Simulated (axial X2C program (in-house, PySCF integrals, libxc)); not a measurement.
# Worked dissociation energy of ZnGa: PW91, scalar-relativistic

Computed with an axial X2C code built on PySCF integrals. Spin-free means the one-electron spin-free X2C Hamiltonian. Basis: Ga dyall-cv3z [9s9p7d4f1g], Zn dyall-cv3z [9s10p6d3f2g] (cores contracted in-house); Gaussian nuclei, density fitting, unrestricted open shells. Masses: Ga 68.926 u, Zn 63.929 u.

Molecular state: M_S = 1/2, Λ = 1 (beyond evenly filled blocks: π+α).

| Quantity | Value |
| --- | --- |
| E(Ga) (2M_S = 1, M_L = 0) | -1944.078454 hartree |
| E(Zn) (2M_S = 0, M_L = 0) | -1796.159076 hartree |
| E(ZnGa) at Re | -3740.252768 hartree |
| ωe | 138.0 cm⁻¹ |
| ωexe | 1.13 cm⁻¹ |

(1) Work out De and D0.

One determinant describes the state; a PBE0 search over occupations chose it and may have missed a lower one. Dissociation energies refer to the lowest single-determinant-based atoms at the same level and basis. PBE0 can misorder states that lie within some tenths of an eV, so this need not be the ground state of the molecule. The nearest other spin-free determinant of the search, M_S = 1/2, Λ = 0, lies 0.30 eV up at the distance of the search. Without a current term, density functionals place determinants with orbital angular momentum somewhat too high. The atomic limit has a lower orbital projection than the molecule and lies lower at mean-field level, so De may be about a tenth of an eV too small. Spin-free De lacks the spin–orbit lowering of the heavy p-block atom, a tenth of an eV or more for 4p and 5p, up to an eV for 6p and one to two eV for 7p atoms, less what an open-shell molecule gains itself.

The levels of this run spread widely (ωe from 94 to 138 cm⁻¹), so these constants depend on the method.

Each atomic determinant is the lowest at this level and need not be a pure term. Totals compare only within one Hamiltonian and basis.

Answers

(1) De = -1944.078454 + (-1796.159076) − (-3740.252768) = 0.01524 hartree = 0.415 eV. The zero-point energy is ωe/2 − ωexe/4 = 69 cm⁻¹ = 0.009 eV, so D0 = 0.406 eV.
